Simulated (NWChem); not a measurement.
System: C₃H₅, doublet; SMILES C(=[CH])C

NWChem input:

```
start job
memory heap 200 mb stack 900 mb global 1100 mb
geometry units angstroms noautosym nocenter noautoz
  C      0.298015    -1.321822    -0.000088
  C     -0.386532    -0.198567     0.000085
  C      0.180887     1.188343     0.000271
  H      0.082949    -2.390285    -0.000094
  H     -1.489846    -0.270032     0.000296
  H     -0.162782     1.751272    -0.883008
  H      1.279341     1.173309    -0.002773
  H     -0.157776     1.748875     0.887030
end
basis spherical
  * library def2-svp
end
dft
  odft
  mult 2
  xc xpbe96 cpbe96
  iterations 150
end
cosmo
  do_cosmo_smd true
  solvent acetone
end
task dft energy
```

Structure relaxed at the PBE0/def2-SVP, spin-unrestricted level. No stability test was run on the SCF state. Solvent: acetone.

Level: PBE/def2-SVP with SMD (1 M gas to 1 M solution), gas-phase geometry. Reactions with the solvent are ignored.

Problem. Predict the main results of this run. (PBE/def2-SVP, spin-unrestricted, SMD on the gas-phase geometry.) Quantities: solvation free energy (kcal/mol); cavity-dispersion-structure term (kcal/mol); dipole in solution (D).

Solution. 
```json
{
  "solvation free energy (kcal/mol)": "-1.7",
  "cavity-dispersion-structure term (kcal/mol)": "0.5",
  "dipole in solution (D)": "1.14"
}
```
